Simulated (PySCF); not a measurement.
Dipole moment and polarisability of `C#[C][GeH2][c]1ccncc1`

Species: C₇H₇GeN.
Numbering: `[CH:1]#[C:2][GeH2:3][c:4]1[cH:5][cH:6][n:7][cH:8][cH:9]1` (hydrogens: H10 on C1; H11, H12 on Ge3; H13 on C5; H14 on C6; H15 on C8; H16 on C9)

Geometry (PBE0-D3(BJ)/def2-SVP, Å), atoms numbered from 1 in this order:
```
atom  x, y, z in Å
C1     3.4201    1.6437    0.4679
C2     2.7890    0.6212    0.2794
Ge3    1.7709   -0.9585   -0.0053
C4    -0.1073   -0.4479   -0.1139
C5    -1.0615   -1.3085   -0.6656
C6    -2.3953   -0.9021   -0.7050
N7    -2.8207    0.2710   -0.2451
C8    -1.9142    1.0925    0.2769
C9    -0.5559    0.7859    0.3653
H10    3.9824    2.5460    0.6322
H11    2.2136   -1.6314   -1.3138
H12    2.0114   -1.9104    1.1777
H13   -0.7843   -2.2871   -1.0684
H14   -3.1569   -1.5635   -1.1351
H15   -2.2840    2.0560    0.6473
H16    0.1421    1.5089    0.7959
```

Level: CAM-B3LYP/def2-SVPD (PySCF), static field, nuclei fixed, core orbitals frozen in the response. The polarisability tensor in these axes (au):

```
x   138.85   7.10   8.91
y     7.10 119.40  15.56
z     8.91  15.56  80.49
```

Q: What are the eigenvalues, a third of the trace, and Δα (Δα² = ½Σ(αi − αj)² over the three pairs)?

A: Principal values 74.45, 120.09 and 144.20 au; mean 112.91 au = 16.73 Å³ = 18.62 × 10⁻⁴⁰ C²·m²/J; Δα = 61.36 au (54 % of the mean).

Q: What is the dipole moment, and where does it point?

A: (1.87, -0.32, 0.10) D, 1.90 D in size, pointing from the negative to the positive side. Measured along this direction, the outermost atoms are H14 and N7 at the negative end and H10 at the positive end.

Q: What would n − 1 = 2πNα be for an ideal gas of these molecules at 350 K and 1 atm, electronic part alone?

A: N = p/kT = 2.0968 × 10¹⁹ cm⁻³, so n − 1 = 2π × N × 16.73 × 10⁻²⁴ cm³ = 2204 × 10⁻⁶ at long wavelengths, for an ideal gas.

Q: Directions of the eigenvectors, and the extent of the frame along each?

A: Largest value along (0.89, 0.39, 0.22), where the nuclei span 8.38 Å; middle along (-0.44, 0.86, 0.24), 5.64 Å; least along (-0.10, -0.31, 0.95), 2.46 Å. The response follows the extents in order.

Q: Rayleigh depolarisation ratio (linearly polarised light, static tensor)?

A: ρ = 3Δα²/(45ᾱ² + 4Δα²) = 11296.3/(573731 + 15061.7) = 0.0192.

Q: Find the Langevin capture rate constant for H3O+ (19.018 u) meeting this molecule (178.979 u), k = 2.342 × 10⁻⁹ cm³/s × √(α in Å³ / reduced mass in u).

A: The reduced mass is 17.19 u, so k = 2.31 × 10⁻⁹ cm³/s. The formula leaves out the permanent dipole, which adds to the capture rate.

Q: Form Σ f/ω² (atomic units) for the 10 lowest TDDFT singlets, given as eV and f, and set it beside the mean polarisability, which is this sum over all singlets: 4.83, 0.0057; 5.28, 0.0000; 5.46, 0.0419; 6.09, 0.0001; 6.28, 0.0050; 6.35, 0.0011; 6.37, 0.0061; 7.01, 0.0249; 7.07, 0.7797; 7.19, 0.1923.

A: They add up to 16.13 au, 14.3 % of the 112.91 au; the largest single term is 11.55 au, from the state at 7.07 eV. Terms in order: 0.18, 0.00, 1.04, 0.00, 0.09, 0.02, 0.11, 0.37, 11.55, 2.75 au. Higher excitations give the rest. The strengths listed sum to 1.057.

One conformer (not necessarily the lowest) at the PBE0-D3(BJ)/def2-SVP geometry, without solvent, vibrations or thermal averaging. The calculation is non-relativistic, for germanium too.
